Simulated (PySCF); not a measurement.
C₅H₁₀BF: full NMR table

- Formula: C5H10BF
- SMILES: FB1CCCCC1
- InChI: InChI=1S/C5H10BF/c7-6-4-2-1-3-5-6/h1-5H2
- Point group of the computed structure: Cs
- Carbon signals: 3
- Proton signals: 3

Structure with atom numbers: `[F:1][B:2]1[CH2:3][CH2:4][CH2:5][CH2:6][CH2:7]1`. Each H is labelled by its parent atom.

- couplings computed with B3LYP/pcJ-1 (spin–dipole term only in couplings to heteroatoms)
- coordinates at the PBE0-D3(BJ)/def2-SVP level
- σ from GIAO-HF/pcSseg-1
- run in PySCF
- equivalent nuclei averaged, relativity neglected, a single conformation, no solvent

Shifts are taken against calculated references (same method and geometry level): ¹H (31.69 ppm) and ¹³C (190.85 ppm) vs TMS; CFCl3 for ¹⁹F (246.35 ppm); BF3·OEt2 for ¹¹B (115.29 ppm).

| carbon | δC, type | δH (multiplicity, J in Hz) | HMBC from (abs. J ≥ 3 Hz) | span of the C tensor (ppm) |
| --- | --- | --- | --- | --- |
| C3/C7 | 16.9, CH2 | 0.63 (m) | H(C5) | 17 |
| C4/C6 | 22.8, CH2 | 1.38 (m) | H(C4)/H(C6), H(C3)/H(C7) | 20 |
| C5 | 26.1, CH2 | 1.24 (m) | H(C4)/H(C6), H(C3)/H(C7) | 6 |

Other nuclei:
```json
{"atoms": "F1", "nucleus": "¹⁹F", "environment": "fluorine bonded to B", "δ (ppm)": "-9.5", "σ (ppm)": "255.9"}
{"atoms": "B2", "nucleus": "¹¹B", "environment": "boron bonded to 2 C, F, in a 6-membered ring", "δ (ppm)": "59.6", "σ (ppm)": "55.7"}
```

Selected couplings (Hz, signed; the shortest-range and largest first, 30 at most; isotopes ¹⁹F, ¹¹B, ¹³C, ¹H): ¹J(F1,B2) -175.5, ¹J(C4,H(C4)) 132.1, ¹J(C5,H(C5)) 130.5, ¹J(C3,H(C3)) 121.2, ¹J(B2,C3) 58.0, ¹J(C4,C5) 35.3, ¹J(C3,C4) 34.0, ²J(F1,C3) 14.8, ²J(B2,H(C3)) -6.6, ²J(C3,C5) -1.1, ³J(H(C4),H(C5)) 9.3, ³J(H(C3),H(C4)) 8.6, ³J(H(C3),H(C4)) 7.4, ³J(F1,C4) 7.2, ³J(B2,C5) 5.8, ³J(F1,H(C3)) 5.4, ³J(B2,H(C4)) 4.7, ³J(H(C4),H(C5)) 3.4, ⁴J(F1,H(C4)) 2.1, ⁴J(F1,C5) -1.4.

- δC 26.1, 22.8: sp3 CH2 in a ring; saturated and bonded to C and H only.
- δC 16.9: sp3 CH2 bonded to B.
- δH 1.38, 1.24: hydrogen on an sp3 CH2 in a ring.
- δH 0.63: hydrogen on an sp3 CH2 bonded to B.

A carbon bonded to boron is broadened by the quadrupolar boron nucleus and is often missing from a measured spectrum. C–F couplings over four or more bonds (about 3 Hz to the para carbon of a fluoroarene) are left out. Multiplet labels drop couplings under 1 Hz and merge nearly equal ones. Couplings among chemically equivalent protons are left out too, so labels in AA′BB′ or AA′XX′ sets are apparent multiplicities. Unscaled 3J(H,H) at this level run about 10 % above measured values. Shifts are as computed. Against solution values, carbons near 30 ppm lie about -0 ppm off and those near 130 ppm about +7 ppm. Of 1211 compounds with measured shifts, 218 miss one by over three times the rms of a fit or turn the order of signals round; such compounds aren't used in these exercises. Unscaled 19F shifts against computed CFCl3 carry errors that often reach 10 to 50 ppm.
